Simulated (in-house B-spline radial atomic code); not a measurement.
Results of a calculation; reference values are marked as such.
# Making a Troullier-Martins p channel for Ca, r_c = 1.05 bohr

Ca, [Ar] 4s2, non-relativistic LDA (VWN5), spherical and spin-unpolarised, from a B-spline radial code for spherical atoms (atomic units). The all-electron 3p level is ε = -1.030573 hartree, its outermost node lies just inside 0.43 bohr and its outer maximum at 1.05 bohr.

Inside r_c the pseudo-orbital is u(r) = r^2 exp(p(r)), with p = c0 + c2 r² + c4 r⁴ + … + c12 r¹². The seven coefficients follow from p and its first four derivatives at r_c, from zero curvature of the screened potential at the origin, c4 = −c2²/(2l + 5), and from the norm inside r_c. At r_c the all-electron orbital has P = 0.9486173, P' = -0.006994047, the screened potential V = -3.493789, V' = 6.867729, V'' = -18.31036, and the norm inside is Q = 0.364548.

Q: What are p, p' and p'' at r_c?

A: p = ln(P/r_c^2) = ln(0.9486173/1.1025) = -0.15033. p' = P'/P − 2/r_c = -0.00737 − 1.90476 = -1.91213. The radial equation gives p'' = 2(V − ε) − 2(2) p'/r_c − p'² = -4.92643 − (-7.28432) − 3.65626 = -1.29837. Differentiating, p''' = 2V' + 2(2)p'/r_c² − 2(2)p''/r_c − 2p'p'' = 6.7789, and p'''' = 2V'' − 4(2)p'/r_c³ + 4(2)p''/r_c² − 2(2)p'''/r_c − 2p''² − 2p'p''' = -36.099.

For a trial c2 the five matching conditions are linear in c0, c6, c8, c10 and c12, and c2 is varied until the norm inside r_c equals Q. The root nearest zero gives:

```csv
n,c_n
0,0.7562706
2,-0.6619113
4,-0.0625895
6,-0.2468081
8,0.1615334
10,0.01982128
12,-0.02281045
```

Q: Check c4 and p(r_c), and find the screened pseudopotential at the origin.

A: −c2²/7 = -0.0625895, as listed. The terms c_n r_c^n are 0.75627, -0.72976, -0.07608, -0.33075, 0.23866, 0.03229, -0.04096, which sum to -0.15033. Inverting the radial equation, V_l(r) = ε + 2 p'/r + (p'' + p'²)/2, so V_l(0) = ε + (2l + 3) c2 = -1.030573 + 5 × (-0.661911) = -4.3401 hartree, finite where the all-electron potential diverges.

Orbitals and screened potentials:

```tsv
r (bohr)	P	u	V all-electron	V pseudo
0.105	-0.3372	0.02332	-138.8	-4.341
0.262	-0.4181	0.1397	-39.05	-4.367
0.42	-0.002604	0.3333	-18.6	-4.488
0.578	0.4431	0.5625	-10.8	-4.717
0.735	0.7492	0.7709	-7.01	-4.857
0.892	0.9061	0.907	-4.853	-4.5
1.05	0.9486	0.9486	-3.494	-3.494
```

Logarithmic derivatives P'/P at R = 1.35 bohr, for energies E around ε:

```
E − ε (hartree)  all-electron     pseudo
           -0.5     0.0935636  0.0923852
          -0.25     -0.236244  -0.236616
           -0.1      -0.46098  -0.461049
              0     -0.624453  -0.624453
            0.1     -0.800611  -0.800697
           0.25      -1.09278   -1.09341
            0.5      -1.67546   -1.67895
```

Q: With P(R) = 0.8517247 and a norm of 0.6149325 inside R, what slope in energy does norm conservation fix?

A: d(P'/P)/dE = −2 × (norm inside R)/P(R)² = -1.6953 per hartree·bohr at E = ε, for both atoms, since orbital and norm agree at R. Differences over ±0.1 hartree give -1.6982 (all-electron) and -1.6982 (pseudo), which also hold third-order terms. Half a hartree below ε the two curves differ by -0.0012.
